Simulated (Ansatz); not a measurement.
C₄H₁₀O₂Sb (SMILES CC[O][Sb][O]CC), doublet, at a GFN2-xTB geometry (the spin is typed, not shown lowest) (all electrons, no relativity). Base run: Ansatz (a quantum-chemistry and plane-wave program) with B3LYP/STO-3G.

Input for Ansatz:
Ansatz 0.2 input:
```yaml
crystal:
  periodic: [false, false, false]
  atoms:
    - {symbol: Sb, position_ang: [0.01903224, 0.85141904, 0.06522443]}
    - {symbol: O, position_ang: [-1.82143010, 0.10978526, 0.23453861]}
    - {symbol: C, position_ang: [-2.03132903, -1.21573157, 0.62888333]}
    - {symbol: C, position_ang: [-1.74794631, -1.43629786, 2.10800080]}
    - {symbol: H, position_ang: [-3.08661315, -1.41676963, 0.41295762]}
    - {symbol: H, position_ang: [-1.41615642, -1.89398707, 0.03069935]}
    - {symbol: H, position_ang: [-2.32130188, -0.73263510, 2.70680871]}
    - {symbol: H, position_ang: [-2.01237606, -2.45122940, 2.39248186]}
    - {symbol: H, position_ang: [-0.68752679, -1.27646212, 2.29746013]}
    - {symbol: O, position_ang: [0.78443594, -0.96913059, -0.40384579]}
    - {symbol: C, position_ang: [2.09898905, -1.12732610, -0.83480420]}
    - {symbol: C, position_ang: [2.40917315, -0.40253832, -2.13770755]}
    - {symbol: H, position_ang: [2.80607697, -0.80639403, -0.05745869]}
    - {symbol: H, position_ang: [2.22535779, -2.20740676, -0.97816850]}
    - {symbol: H, position_ang: [2.35570836, 0.67478678, -1.98542882]}
    - {symbol: H, position_ang: [3.40634502, -0.66379882, -2.48166046]}
    - {symbol: H, position_ang: [1.68247385, -0.68234915, -2.89591404]}
basis:
  gaussian:
    orbitals: STO-3G
hamiltonian:
  xc: b3lyp
magnetization: {spin_polarized: true, initial_magnetization: 1}
```

Each row names what was changed in the base input (with any setting that the change needs).

```json
[
 {"change": "base", "basis functions": "67", "E (Eh)": "-6558.32874"},
 {"change": "basis = ANO-RCC-VDZP; relativity = none", "basis functions": "177", "E (Eh)": "-6432.29421"},
 {"change": "basis = jorge-DZP-DKH; relativity = spin-free X2C", "basis functions": "188", "E (Eh)": "-6782.41649"},
 {"change": "basis = x2c-SVPall; relativity = none", "basis functions": "170", "E (Eh)": "-6473.42816"},
 {"change": "basis = x2c-SVPall; relativity = spin-free X2C", "basis functions": "170", "E (Eh)": "-6789.07610"},
 {"change": "basis = jorge-DZP-DKH; relativity = spin-free X2C; nucleus = Gaussian", "basis functions": "188", "E (Eh)": "-6782.25662"},
 {"change": "basis = x2c-SVPall; relativity = spin-free X2C; nucleus = Gaussian", "basis functions": "170", "E (Eh)": "-6788.93572"},
 {"change": "basis = jorge-DZP-DKH; relativity = none", "basis functions": "188", "E (Eh)": "-6558.94366"},
 {"change": "basis = ANO-RCC-VDZP; relativity = spin-free X2C; nucleus = Gaussian", "basis functions": "177", "E (Eh)": "-6789.80693"},
 {"change": "basis = ANO-RCC-VDZP; relativity = spin-free X2C", "basis functions": "177", "E (Eh)": "-6789.99434"}
]
```

Totals shift with the method and basis; they matter in differences.

Ansatz warned in this series: the basis is contracted for relativity, which the run leaves out.

Basis sets contracted for a relativistic Hamiltonian are a mismatch without it, so the rows without relativity aren't non-relativistic limits. No row has spin-orbit coupling; sets with core potentials leave out the core electrons.
